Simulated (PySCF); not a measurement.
## How well do the runs reproduce experiment for bromomethane?

**Experimental background.**

NIST CCCBDB Release 22 (SRD 101), experimental dipoles lists, for the gas: dipole moment 1.81 D.

How close the calculation comes is told at the end.

Bromomethane, CH₃Br.
SMILES with atom numbers: `[CH3:1][Br:2]` (hydrogens: H3, H4, H5 on C1)

Structure used (PBE0-D3(BJ)/def2-SVP), in Å, numbered top down from 1:
```
atom  x, y, z in Å
C1    -0.2321   -0.0207    0.0074
Br2    1.6956   -0.0040   -0.0674
H3    -0.6096   -0.5622   -0.8673
H4    -0.5897    1.0151   -0.0008
H5    -0.5403   -0.5240    0.9307
```

The PySCF runs (gas phase, on this PBE0-D3(BJ)/def2-SVP geometry; no spin–orbit coupling):

| level | job | basis functions | wall time |
| --- | --- | --- | --- |
| PBE0-D3(BJ)/def2-SVP, grid level 1 | geometry optimisation from a GFN2-xTB start | 61 | 3.2 s |

Hardware: one thread, Arm Neoverse V1 (aarch64), no GPU, on a shared host.

Results beside the measurements:

**Dipole moment.** Measured: 1.81 D (NIST CCCBDB Release 22 (SRD 101), experimental dipoles).

```
               level  computed (D)  computed − measured (D)  % (from the printed values)
PBE0-D3(BJ)/def2-SVP          1.81                     0.00                            0
```

The computed dipoles belong to one fixed geometry; measured ones are averaged over vibrations unless marked μe. Magnitudes are compared, not signs.

The geometry is computed, not the measured one. Where a level misses, the cause wasn't examined.
